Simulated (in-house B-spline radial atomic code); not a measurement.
**PBEsol excitations of the neon ion Ne⁸⁺**

Method: PBEsol. Computed with an all-electron radial atomic-structure program (B-spline basis): linear response of the closed shell 1s2 with the functional's adiabatic kernel; non-relativistic, point nucleus, no spin-orbit coupling, no double excitations, S, P, D and F terms only.

Command:
```bash
python run_td.py task.json out
```
Settings (radii: box in bohr, nucleus in fm):
```
Z                        10
electrons                2
configuration            1s2
hamiltonian              nr
method                   pbesol
box_radius               11.59
intervals                47
```

Run time, properties included: 0.1 s on 1 thread of Arm Neoverse N1 (shared host).

The lowest states, in the order of their Tamm-Dancoff energies; the method's threshold (minus the highest occupied level) is 1131.85 eV. Labels give the largest channel, * marks a mixed state, and oscillator strengths are full-response dipole values. Semilocal kernels can invert the small singlet-triplet splittings of Rydberg terms. Energies in eV:

| state | full response | Tamm-Dancoff | oscillator strength |
| --- | --- | --- | --- |
| 1s → 2s 3S | 880.32 | 880.34 | - |
| 1s → 2s 1S | 889.94 | 890.05 | - |
| 1s → 2p 3P | 891.64 | 891.67 | - |
| 1s → 2p 1P | ? | ? | ? |
| 1s → 3s 3S | 1026.43 | 1026.44 | - |
| 1s → 3s 1S | 1028.80 | 1028.83 | - |
| 1s → 3p 3P | 1029.96 | 1029.97 | - |
| 1s → 3p 1P | ? | ? | ? |
| 1s → 3d 3D | 1033.09 | 1033.09 | - |
| 1s → 3d 1D | 1033.16 | 1033.16 | - |
| 1s → 4s 3S | 1073.91 | 1073.91 | - |
| 1s → 4s 1S | 1074.85 | 1074.86 | - |
| 1s → 4p 3P | 1075.37 | 1075.37 | - |
| 1s → 4p 1P | 1076.06 | 1076.06 | 0.0501 |
| 1s → 4d 3D | 1076.55 | 1076.55 | - |
| 1s → 4d 1D | 1076.59 | 1076.59 | - |

Task: Where does 1s → 2p 1P lie?

Result: At 898.36 eV in full response, 898.39 eV in Tamm-Dancoff, oscillator strength 0.667.

Task: Where does 1s → 3p 1P lie?

Result: At 1031.67 eV in full response, 1031.67 eV in Tamm-Dancoff, oscillator strength 0.133.

Task: How large is the singlet-triplet splitting of 1s → 2s (S terms) in Tamm-Dancoff?

Result: 9.71 eV, from the unrounded values.

Task: What polarisabilities and dispersion coefficient does the method give?

Result: Dipole 0.00107 bohr³, quadrupole 4.186e-05 bohr⁵, C6 3.331e-05 hartree·bohr⁶ for two such species.
